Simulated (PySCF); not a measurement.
Ti(OH)2(H)2 (H4O2Ti), SMILES [OH][TiH2][OH], multiplicity 1.

The structure is a stationary point at B3LYP-D3(BJ)/def2-TZVP. The spin state was assumed, not searched. One conformer was computed; it need not be the lowest.

Two levels are set side by side: TDDFT-PBE/def2-SVPD (PySCF) and TDDFT-PBE0/def2-SVPD (PySCF). Vertical, same geometry. The lowest singlet is HOMO→LUMO 100 % with PBE and HOMO→LUMO 98 % with the other functional; states are paired by order. Differences are taken from unrounded values.

```csv
quantity,TDDFT-PBE0
lowest singlet excitation (eV),3.51
lowest triplet excitation (TDA) (eV),3.06
```

Task: What does TDDFT-PBE give, and how far is it from TDDFT-PBE0? (Estimate from the structure and the level; the computed values follow.)

Result: 
```tsv
quantity	TDDFT-PBE	TDDFT-PBE minus TDDFT-PBE0
lowest singlet excitation (eV)	3.37	-0.14
lowest triplet excitation (TDA) (eV)	2.95	-0.11
```

Functionals without exact exchange tend to place singlet excitations lower, as here. Differences between two approximate levels are no errors against the true value.

Rough cost on one machine, each run with all the roots and properties that it gave: TDDFT-PBE0 against TDDFT-PBE about 3 times.
